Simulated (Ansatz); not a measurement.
Calculated with Ansatz (gas phase, PBE0-D4/def2-TZVP geometries, no zero-point term in ΔE). CCSD(T)/CBS is the MP2 limit (def2-TZVPP, def2-QZVPP) plus CCSD(T) − MP2 in def2-TZVPP, frozen cores. This one scheme is used for every species. DFT in def2-TZVPP. B3LYP here is the variant with VWN-RPA as its local correlation; programs differ in this. One conformer a species, not always the lowest.

`O[SiH]([AlH2])CF` + H₂O → `O[SiH](O)[AlH2]` + `CF`  (formal hydrolysis of the Si–C bond)

`O[SiH]([AlH2])CF`:

```xyz
11

O     1.016   -1.765   -0.332
Si    0.379   -0.248   -0.536
Al   -2.099   -0.217   -0.424
C     1.084    0.996    0.714
F     2.460    1.137    0.587
H     0.619   -2.331    0.330
H     0.863    0.189   -1.875
H    -2.934    1.066   -0.853
H    -2.884   -1.506    0.086
H     0.872    0.699    1.748
H     0.623    1.980    0.554
```

H₂O:

Cartesian coordinates in Å:
```
O 0.133 -0.264 -0.253
H -0.570 0.374 -0.391
H 0.437 -0.109 0.644
```

`O[SiH](O)[AlH2]`:

```xyz
9

O    -1.711    0.899    0.301
Si   -0.489    0.285   -0.633
O    -0.860   -1.187   -1.295
Al    1.605    0.129    0.687
H    -1.839    0.531    1.176
H    -0.449    1.196   -1.801
H    -0.821   -1.959   -0.730
H     1.638   -0.836    1.958
H     2.926    0.942    0.337
```

`CF`:

```xyz
5

C    -0.048    0.000   -0.037
F     1.039    0.004    0.806
H    -0.946   -0.233    0.539
H     0.103   -0.757   -0.811
H    -0.147    0.986   -0.497
```

CCSD(T)/CBS gives -118.0 kJ/mol.

(1) Another level gave -120.7 kJ/mol. Which?
A. B3LYP-D4/def2-TZVPP
B. B3LYP/def2-TZVPP
C. HF/def2-TZVPP
D. PBE/def2-TZVPP

Largest T1 diagnostic among the species: 0.013.

Answers

(1) A. B3LYP-D4 -120.7, HF/def2-TZVPP -137.8, B3LYP -124.7, PBE -111.8 kJ/mol.

In def2-TZVPP, CCSD(T) changes the Hartree–Fock value by +17.4 kJ/mol (the triples alone add +1.9 kJ/mol) and MP2 by +14.2 kJ/mol. The D4 term adds +4.0 kJ/mol with B3LYP and +2.4 kJ/mol with PBE0; it sums over pairs of atoms, weighted by their polarisabilities, and B3LYP, whose exchange is more repulsive, gets the larger term. From PBE to PBE0 (25 % exact exchange), in def2-TZVPP and without D4, ΔE moves by −3.3 kJ/mol.
